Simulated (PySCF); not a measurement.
## Computed properties of C2H5ClSi, SMILES [SiH3]/C=C\Cl

C2H5ClSi, SMILES [SiH3]/C=C\Cl. Coordinates come from a ωB97X-D3(BJ)/def2-SVP optimisation. The structure was generated by enumeration; whether it is a known compound was not checked. One conformer was computed; it need not be the lowest. All values are computed for the isolated molecule unless a solvent is named; none is compared with measurement here.

**Structure.** The optimised structure has Cs symmetry. All 21 harmonic modes at ωB97X-D3(BJ)/def2-SVP (PySCF) are real, so it is a minimum. With heavy atoms numbered as in [SiH3:1]/[CH:2]=[CH:3]\[Cl:4], the shortest bond between them is C2–C3 at 1.333 Å and the longest Si1–C2 at 1.880 Å.

**Vibrations.** The strongest infrared lines (harmonic, unscaled, degenerate partners summed) lie at 946 cm⁻¹ (248 km/mol, H 90 %, Si 9 %), 2261 cm⁻¹ (132 km/mol, H 97 %), 2265 cm⁻¹ (116 km/mol, H 96 %). The softest mode is at 125 cm⁻¹ and the zero-point energy is 37.1 kcal/mol.

**Electronic structure.** CAM-B3LYP/def2-TZVP (PySCF) places the frontier levels at -8.97 and 0.21 eV, a gap of 9.18 eV, and gives a dipole moment of 1.44 D and a mean polarisability of 62.1 bohr³. PBE/def2-TZVP (PySCF) at the same geometry gives -6.53 and -1.87 eV, so its gap is 4.52 eV narrower. An orbital gap is neither the optical nor the fundamental gap.

**Excitations.** TDA-B3LYP/def2-SVPD (PySCF) has S1 at 6.38 eV (194 nm, f = 0.281, bright); the most intense of the 10 singlets computed lies at 6.38 eV (f = 0.28). T1 (TDA) is at 3.95 eV, 2.43 eV under S1. TDA-PBE/def2-SVPD (PySCF) puts S1 at 5.87 eV. No vertical singlet excitation falls in the visible range (under 3.1 eV).

**NMR.** GIAO shifts at KT2/pcSseg-1 (PySCF) (non-relativistic, atoms alike by connectivity averaged): ¹³C from 119.2 to 145.1 ppm against TMS; ¹H from 4.4 to 7.1 ppm against TMS; ²⁹Si at -86.2 ppm against TMS. Without spin–orbit terms, shifts of atoms bonded to Cl or Br come out too high.
